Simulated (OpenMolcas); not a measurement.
# Tc4+: ligand-field states by method

Tc4+ with its 6 nearest fluoride ions at 1.949 Å, on the Ga site of K2NaGaF6 (a = 8.246 Å, distance in the model lattice 1.938 Å). The rest of the host is ab initio model potentials to 7.6 Å, with orthogonalisation functions on the cations behind the ligands, and point charges beyond; the distance is set by hand and nothing relaxes, and no local charge compensation is placed. Ligand basis ANO-RCC-VDZP.
```
Tc    0.0000    0.0000    0.0000
F     1.9490    0.0000    0.0000
F     0.0000    1.9490    0.0000
F    -1.9490    0.0000    0.0000
F     0.0000   -1.9490    0.0000
F     0.0000    0.0000    1.9490
F     0.0000    0.0000   -1.9490
```

```json
{
  "Program": "OpenMolcas 26.06",
  "Basis": "ANO-RCC-VTZP [7s6p4d2f1g]",
  "Scalar Hamiltonian": "DKH2, point nucleus",
  "Active space": "3 electrons in 5 orbitals (4d)",
  "State averaging": "2S+1 = 4 even, 10 roots; 2S+1 = 2 even, 40 roots",
  "Spin-orbit coupling": "state interaction with AMFI integrals over the reference wave functions"
}
```

I. CASSCF
II. SS-CASPT2, IPEA 0.25 Eh, imaginary shift 0.1 Eh (closed shells correlated: 4s 4p and the ligand valence shells)

Spin-free states (labels of O, the rotations of Oh) in cm-1, each column counted from its own energy of the first state listed:

```csv
State,Degeneracy,I,II
4A2,1,0,0
2E,2,14958,10720
2T1,3,15613,10670
2T2,3,23638,17810
4T2,3,30421,32340
4T1,3,38737,38480
2A1,1,42213,39390
2S+1 = 2,3,44347,41870
2S+1 = 2,3,44967,42260
2E,2,46688,42970
2T1,3,50359,46090
2T2,3,55097,49390
2A2,1,57333,49720
4T1,3,63501,66240
2E,2,67682,59380
```

From I to II, I's first state of the same spin (4T2) moves from 30421 to 32340 cm-1, by about +1900 cm-1.

From I to II, I's first state of another spin (2E) moves from 14958 to 10720 cm-1, by about -4200 cm-1. In II another state of that kind comes below it.

I: A least-squares ligand-field fit to the states below 45000 cm-1, each weighted by its degeneracy and with a free common offset, gives 10Dq = 29871 cm-1, B = 783 cm-1 and C = 2874 cm-1 (C/B = 3.67), with an rms deviation of 177 cm-1. The same method and metal basis give the free ion B = 902 cm-1 (fit to its terms below 60000 cm-1, rms deviation 26 cm-1), so the nephelauxetic ratio is β = 783 / 902 = 0.87; it hangs on how both fits weigh the states, and computed free-ion B values tend to be too large, so β mixes covalency with correlation.

χT at 300 K: I 1.77, II 1.77 cm3 K/mol.

Roots that are degenerate in the reference are averaged as groups; the widest CASPT2 spread within a group is 270 cm-1 (the 3-fold group of multiplicity 2 near 73700 cm-1 above the lowest state of its run, II). Shifts and gaps below about the spread of the groups concerned are not significant. Over all roots computed the reference weight is 0.70 to 0.71 in II; a low but even weight reflects the number of correlated electrons. The least metal-like active orbital is 77 % on the metal (Löwdin) and no ligand orbital is active, so the numbers are rough. Ligand-to-metal charge-transfer states are missing. With no ligand orbital active B as a rule stays too high, so bands that hang on it stand too high and its fall with covalency is understated. Without dynamic correlation the repulsion within the d shell is too large (B by tens of per cent), so at a given field states of lower spin stand too high (holds for I). With metal d orbitals alone the field can be off either way by tens of per cent (holds for I). With one d shell and no ligand orbital active, 10Dq can be off by a tenth or more (holds for II). No measured value stands beside these numbers; the geometry was set by hand and not optimised.
